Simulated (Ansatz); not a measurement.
Z-matrix (Å, degrees):
```
C
N 1 1.441
H 1 1.090 2 110.9
H 1 1.096 2 110.9 3 -120.1
H 1 1.096 2 110.8 3 120.1
C 2 1.445 1 114.0 3 -179.6
B 2 1.395 1 123.8 3 0.6
H 6 1.088 2 110.3 1 -180.0
H 6 1.096 2 110.8 1 -59.7
H 6 1.096 2 110.7 1 59.8
F 7 1.342 2 119.7 1 180.0
S 7 1.830 2 122.1 1 -0.0
H 12 1.341 7 94.2 2 -179.8
```

Charge 0, multiplicity 1.

List the PBE0/def2-TZVPP orbital energies in eV (Ansatz 0.2.0). (Estimate.)

Computed: Occupied: -2422.14, -673.81, -391.78, -279.04, -278.97, -217.53, -186.11, -161.36, -161.27, -161.18, -33.49, -26.02, -20.70, -20.17, -18.39, -15.20, -14.42, -13.54, -13.37, -12.47, -12.05, -11.46, -11.32, -11.05, -10.72, -9.18, -8.12, -6.89. Lowest empty: 0.66, 1.14, 1.14, 1.94, 2.18, 2.70, 3.13, 3.17.
